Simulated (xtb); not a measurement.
Ti(Cl)3(OH) (Cl3HOTi), SMILES [OH][Ti]([Cl])([Cl])[Cl], multiplicity 1. All values are semi-empirical tight-binding results from xtb (GFN2-xTB unless named), good for trends rather than for accurate numbers. Geometry optimised at GFN2-xTB. The spin state was assumed, not searched. The isomer is the one that the SMILES or the coordinates give; other isomers of the formula were not compared. The values are those of a single conformer.

Optimised geometry:

```xyz
6

Ti     0.0000     0.0000     0.3591
Cl    -1.6725     0.9656    -0.5312
Cl     1.6725     0.9656    -0.5312
Cl     0.0000    -1.9312    -0.5312
O      0.0000     0.0000     2.0257
H      0.0000     0.0000     2.9851
```

For metal compounds this method's bond lengths and energies can be far off.

Problem. Estimate the properties. (An estimate is asked for; the answer gives what the named calculation found.)

Solution. 
```
Item                                           Result
-------------------------------------  --------------
point group as xtb finds it                       C3v
orbital gap                                   3.23 eV
zero-point energy                       10.0 kcal/mol
G − E(el) at 298.15 K (modified RRHO)  -10.8 kcal/mol
```

Problem. Give the atomic charges and the Wiberg bond orders between heavy atoms. (An estimate is asked for; the answer gives what the named calculation found.)

Solution. charges (e) Ti1 1.00, Cl2 -0.26, Cl3 -0.26, Cl4 -0.26, O5 -0.55, H6 0.35. Bond orders Ti1–Cl2 1.15, Ti1–Cl3 1.15, Ti1–Cl4 1.15, Ti1–O5 1.22.
